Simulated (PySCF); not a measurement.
## RuCl3, quartet: molecular constants

Method: PySCF, UPBE0, basis Ru def2-TZVP with ECP28, Cl def2-TZVP (scalar-relativistic core potentials, no spin–orbit coupling, density fitting).

The structure is a minimum.

```xyz
4
charge 0 multiplicity 4, angstrom
Ru   -0.1771    0.0000    0.0000
Cl    1.9836    0.0000    0.0000
Cl   -0.7376    2.1283    0.0000
Cl   -0.7376   -2.1283    0.0000
```

| Item | Value |
| --- | --- |
| Point group | C2v |
| Bond lengths | Ru–Cl 2.161 Å, Ru–Cl 2.201 Å (×2) |
| Bond angles | Cl–Ru–Cl 104.8° (×2), Cl–Ru–Cl 150.5° |
| Highest occupied level (β) | -7.88 eV |
| Principal polarisabilities | 47.5, 79.5, 106.8 bohr³ |
| Enthalpy at 298.15 K above 0 K | 18.13 kJ/mol |
| Principal quadrupole moments (Buckingham, traceless) about the centre of mass | -4.35, 1.22, 3.13 D Å |
| Heat capacity Cp at 298.15 K | 75.9 J/(mol K) |
| Dipole moment | 0.60 D |
| Rotational constants | 0.09426, 0.05321, 0.03401 cm⁻¹ |
| Lowest empty level (α) | -4.68 eV |
| Zero-point energy | 9.1 kJ/mol |
| Spin squared ⟨S²⟩ | 3.770 |
| Atomisation energy without zero-point energy | 982 kJ/mol |
| Entropy at 298.15 K and 1 bar (electronic part: spin only) | 357.4 J/(mol K) |
| Rotational symmetry number | 2 |

Harmonic modes (masses in u: Ru 101.904, Cl 34.969):
```
symmetry  ω (cm⁻¹)  IR (km/mol)  μ (u)     type
      b1        86          2.1  51.55     bend
      b2        88          0.0  37.36     bend
      a1       109          1.4  40.68     bend
      a1       379          2.4  35.11  stretch
      a1       425         50.3  43.11  stretch
      b2       435          138  47.57  stretch
```

In C2v the vibrations span b1 + 2b2 + 3a1. Here b1 is antisymmetric to the molecular plane and b2 lies in it.

Charges (e):
```json
{"atom": "Ru1", "Mulliken": "0.90", "Löwdin": "-0.28", "polar tensor": "1.40", "spin (Mulliken)": "2.44", "Mayer order to Ru1": "–"}
{"atom": "Cl2", "Mulliken": "-0.27", "Löwdin": "0.15", "polar tensor": "-0.39", "spin (Mulliken)": "0.18", "Mayer order to Ru1": "1.18"}
{"atom": "Cl3,4", "Mulliken": "-0.32", "Löwdin": "0.06", "polar tensor": "-0.51", "spin (Mulliken)": "0.19", "Mayer order to Ru1": "1.06"}
```

Mulliken populations on Ru1 (electrons outside its core potential): s 2.46, p 6.28, d 6.35, f 0.01.

Formally Ru is in oxidation state +3, d5, with 3 unpaired electrons (the high-spin count would be 5). The Mulliken spin on Ru is 2.44. The polar-tensor charge on Ru, 1.40, is far below the formal one.

Other isomers or separated fragments may lie lower. With open d or f shells other occupations or spin states may lie lower.

The final relaxation and frequency run took 2.2 min on 4 threads of a shared Arm Neoverse V1 host, with 151 basis functions and 14 gradients; the process peaked at 1.6 GiB.
